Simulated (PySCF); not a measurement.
Labels have come off several samples. The candidates:

A. `Cl[C@@H]1CC[C@@H]2O[C@@H]2C1`
B. SMILES C#C[Si@@H]1OCC(=O)O1
C. `CC(C)[C@H](C)C(F)(F)F`

Spectrum 1. ¹H NMR (500 MHz, computed): δ 5.13 (m, 1H), 4.50 (m, 1H), 4.43 (m, 1H), 2.01 (d, 1H). ¹³C{¹H} NMR (computed): δ 174.4 (C), 102.6 (CH), 85.9 (C), 66.0 (CH2).

Spectrum 2. ¹H NMR (500 MHz, computed): δ 3.48 (m, 1H), 2.76 (m, 1H), 2.74 (m, 1H), 2.31 (m, 1H), 2.23 (m, 1H), 2.06 (m, 1H), 1.80 (m, 1H), 1.64 (m, 1H), 1.62 (m, 1H). ¹³C{¹H} NMR (computed): δ 61.1 (CH), 49.3 (CH), 49.0 (CH), 40.4 (CH2), 32.9 (CH2), 30.1 (CH2).

Spectrum 3. ¹H NMR (500 MHz, computed): δ 2.20 (m, 1H), 1.98 (m, 1H), 1.12 (d, 3H), 1.00 (d, 3H), 0.99 (d, 3H). ¹³C{¹H} NMR (computed): δ 137.9 (C), 47.5 (CH), 29.3 (CH), 23.7 (CH3), 17.8 (CH3), 8.3 (CH3).

[PySCF 2.14: geometry: GFN2-xTB; shielding tensors at PBE0/pcSseg-1 (GIAO); averaged over atoms made equivalent by symmetry, fast rotation or ring inversion; single conformer; no solvent; relativity neglected]

Referencing at the same level of theory: ¹H and ¹³C vs TMS. Splittings of carbon signals by F and P are missing where no couplings were computed. Where no couplings were computed, multiplicities follow the n + 1 count of equivalent neighbours, and m marks all less simple cases (inequivalent or close neighbours, rings, F or P nearby). Shifts are as computed. Against solution values, carbons near 30 ppm lie about +3 ppm off and those near 130 ppm about +5 ppm; carbons on Cl a further +6 ppm. Of 1211 compounds with measured shifts, 218 miss one by over three times the rms of a fit or turn the order of signals round; such compounds aren't used in these exercises. Carbons bonded to Cl come out too deshielded.

Problem. Which spectrum belongs to which compound?

Solution. 1–B, 2–A, 3–C.

- Spectrum 1 (B): 4 ¹³C signals; δC 102.6 is a terminal alkyne carbon; δC 85.9 is an alkyne carbon.
- Spectrum 2 (A): 6 ¹³C signals; δC 61.1 is an sp3 CH bonded to Cl; δC 49.3 is an epoxide ring carbon.
- Spectrum 3 (C): 6 ¹³C signals; δC 137.9 is a CF3 carbon; δC 47.5 is an sp3 CH.
